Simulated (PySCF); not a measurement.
# Which basis set comes closest?

Molecule: `O=C(F)C(F)(F)F`, C$_{2}$F$_{4}$O.

Atom-mapped SMILES (the numbers label the heavy atoms): `[O:1]=[C:2]([F:3])[C:4]([F:5])([F:6])[F:7]`.

Geometry PBE0-D3(BJ)/def2-SVP throughout; GIAO in PySCF 2.14, gas phase, one conformer, non-relativistic; equivalent atoms averaged; functional PBE0.

Reference values (measured; Wikipedia, Fluorine-19 nuclear magnetic resonance spectroscopy): δ(F5/F6/F7) = -76.0 ppm vs CFCl3. Computed shifts are taken against CFCl3, calculated as an isolated molecule at each level.

Question: How do the basis sets cc-pVDZ, def2-SVP, aug-cc-pVDZ, cc-pVTZ, def2-TZVP, IGLO-III perform against the reference? Times are CPU seconds on 1 thread of an Arm Neoverse N1, shared host.

Answer: 
```tsv
basis set	functions	F5/F6/F7	abs. error F	core-s
cc-pVDZ	98	-83.9	7.9	10
def2-SVP	98	-72.7	3.3	9
aug-cc-pVDZ	161	-80.6	4.6	18
cc-pVTZ	210	-83.9	7.9	26
def2-TZVP	217	-83.7	7.7	30
IGLO-III	245	-85.0	9.0	31
```

For ¹⁹F the closest is def2-SVP (3.3 ppm) and the furthest IGLO-III (9.0 ppm). Where a smaller basis beats a larger one, errors probably cancel. One molecule is a small sample, and vibrational and solvent effects are absent from the calculation.

A small basis that lands close on one nucleus may do so by chance; judge by the trend and by all nuclei.
